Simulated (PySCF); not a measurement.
BGeH5O2S, SMILES [S]([GeH3])B(O)O.

Coordinates come from a PBE0-D3(BJ)/def2-SVP optimisation. The structure was generated by enumeration, and PubChem lists no compound with its InChIKey, so it may never have been made. One conformer was computed; it need not be the lowest.

Two levels are set side by side: PBE/def2-TZVP (PySCF) and M06-2X/def2-TZVP (PySCF). Same geometry, gas phase. Differences are taken from unrounded values.

```json
[
 {"quantity": "orbital gap (eV)", "PBE": "5.06"},
 {"quantity": "highest occupied level (eV)", "PBE": "-6.33"},
 {"quantity": "lowest empty level (eV)", "PBE": "-1.27"},
 {"quantity": "dipole moment (D)", "PBE": "2.04"},
 {"quantity": "mean polarisability (bohr³)", "PBE": "74.1"}
]
```

Q: These are the PBE values. What does M06-2X give? (Estimate from the structure and the level; the computed values follow.)

A: 
| quantity | M06-2X | PBE minus M06-2X |
|---|---|---|
| orbital gap (eV) | 9.23 | -4.18 |
| highest occupied level (eV) | -8.77 | 2.44 |
| lowest empty level (eV) | 0.47 | -1.74 |
| dipole moment (D) | 2.36 | -0.32 |
| mean polarisability (bohr³) | 70.5 | 3.6 |

Without exact exchange PBE keeps part of each electron's self-repulsion, which lifts occupied levels and narrows the gap. Loosely held outer electrons make PBE densities more polarisable. Differences between two approximate levels are no errors against the true value.

Rough cost on one machine, each run with all the roots and properties that it gave: M06-2X against PBE about 3 times.
